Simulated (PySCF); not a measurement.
Isomers of C4H10ClFSi2.

All values: PBE0/pcSseg-1 (PySCF) at GFN2-xTB geometries, gas phase, one conformer each.

(1) Rank by the lowest IAO charge on any atom, highest value first.
A. `[CH2:1]=[CH:2][CH2:3][Si@@H:4]([Cl:5])[C@H:6]([F:7])[SiH3:8]` with C1–C2–C3–Si4 104°, C2–C3–Si4–Cl5 175°, C3–Si4–C6–F7 -44°
B. `[F:1][C@@H:2]([SiH3:3])[Si@@H:4]([Cl:5])[CH:6]1[CH2:7][CH2:8]1` with F1–C2–Si4–Cl5 66°, C2–Si4–C6–C7 85°
C. `[CH2:1]=[C:2]([CH3:3])[Si@@H:4]([Cl:5])[C@H:6]([F:7])[SiH3:8]` with C1–C2–Si4–Cl5 -26°, C2–Si4–C6–F7 166°

(2) Rank by LUMO energy, highest first.
A. `[CH3:1][CH2:2][Si@H:3]([Cl:4])/[C:5]([F:6])=[CH:7]/[SiH3:8]` with C1–C2–Si3–Cl4 -58°, C2–Si3–C5–F6 -168°
B. `[CH2:1]=[CH:2][CH2:3][Si@@H:4]([Cl:5])[C@H:6]([F:7])[SiH3:8]` with C1–C2–C3–Si4 104°, C2–C3–Si4–Cl5 175°, C3–Si4–C6–F7 -44°
C. `[F:1][C@@H:2]([SiH3:3])[Si@@H:4]([Cl:5])[CH:6]1[CH2:7][CH2:8]1` with F1–C2–Si4–Cl5 66°, C2–Si4–C6–C7 85°
D. `[CH2:1]=[C:2]([CH3:3])[Si@@H:4]([Cl:5])[C@H:6]([F:7])[SiH3:8]` with C1–C2–Si4–Cl5 -26°, C2–Si4–C6–F7 166°

(3) Rank by dipole moment, highest first.
A. `[CH2:1]=[CH:2][CH2:3][Si@@H:4]([Cl:5])[C@H:6]([F:7])[SiH3:8]` with C1–C2–C3–Si4 104°, C2–C3–Si4–Cl5 175°, C3–Si4–C6–F7 -44°
B. `[CH3:1][CH2:2][Si@H:3]([Cl:4])/[C:5]([F:6])=[CH:7]/[SiH3:8]` with C1–C2–Si3–Cl4 -58°, C2–Si3–C5–F6 -168°
C. `[CH2:1]=[C:2]([CH3:3])[Si@@H:4]([Cl:5])[C@H:6]([F:7])[SiH3:8]` with C1–C2–Si4–Cl5 -26°, C2–Si4–C6–F7 166°
D. `[F:1][C@@H:2]([SiH3:3])[Si@@H:4]([Cl:5])[CH:6]1[CH2:7][CH2:8]1` with F1–C2–Si4–Cl5 66°, C2–Si4–C6–C7 85°

Answers

(1) C (-0.414 e), B (-0.441 e), A (-0.543 e).

(2) C (0.17 eV), B (-0.19 eV), D (-0.65 eV), A (-1.07 eV).

(3) D (3.19 D), C (3.01 D), B (2.69 D), A (1.98 D).

All values together:

```json
{"SMILES": "C=C(C)[Si@@H](Cl)[C@H](F)[SiH3]", "μ (D)": "3.01", "HOMO (eV)": "-7.83", "LUMO (eV)": "-0.65", "lowest IAO charge (e)": "-0.414 (C)", "highest IAO charge (e)": "+0.917 (Si)", "lowest Hirshfeld charge (e)": "-0.124 (F)", "highest Hirshfeld charge (e)": "+0.351 (Si)"}
{"SMILES": "C=CC[Si@@H](Cl)[C@H](F)[SiH3]", "μ (D)": "1.98", "HOMO (eV)": "-7.41", "LUMO (eV)": "-0.19", "lowest IAO charge (e)": "-0.543 (C)", "highest IAO charge (e)": "+0.927 (Si)", "lowest Hirshfeld charge (e)": "-0.157 (C)", "highest Hirshfeld charge (e)": "+0.359 (Si)"}
{"SMILES": "F[C@@H]([SiH3])[Si@@H](Cl)C1CC1", "μ (D)": "3.19", "HOMO (eV)": "-7.99", "LUMO (eV)": "0.17", "lowest IAO charge (e)": "-0.441 (C)", "highest IAO charge (e)": "+0.935 (Si)", "lowest Hirshfeld charge (e)": "-0.138 (C)", "highest Hirshfeld charge (e)": "+0.354 (Si)"}
{"SMILES": "CC[Si@H](Cl)/C(F)=C/[SiH3]", "μ (D)": "2.69", "HOMO (eV)": "-7.88", "LUMO (eV)": "-1.07", "lowest IAO charge (e)": "-0.546 (C)", "highest IAO charge (e)": "+0.924 (Si)", "lowest Hirshfeld charge (e)": "-0.163 (C)", "highest Hirshfeld charge (e)": "+0.364 (Si)"}
```

Conformers: `[CH2:1]=[C:2]([CH3:3])[Si@@H:4]([Cl:5])[C@H:6]([F:7])[SiH3:8]` with C1–C2–Si4–Cl5 -26°, C2–Si4–C6–F7 166°; `[CH2:1]=[CH:2][CH2:3][Si@@H:4]([Cl:5])[C@H:6]([F:7])[SiH3:8]` with C1–C2–C3–Si4 104°, C2–C3–Si4–Cl5 175°, C3–Si4–C6–F7 -44°; `[F:1][C@@H:2]([SiH3:3])[Si@@H:4]([Cl:5])[CH:6]1[CH2:7][CH2:8]1` with F1–C2–Si4–Cl5 66°, C2–Si4–C6–C7 85°; `[CH3:1][CH2:2][Si@H:3]([Cl:4])/[C:5]([F:6])=[CH:7]/[SiH3:8]` with C1–C2–Si3–Cl4 -58°, C2–Si3–C5–F6 -168°.
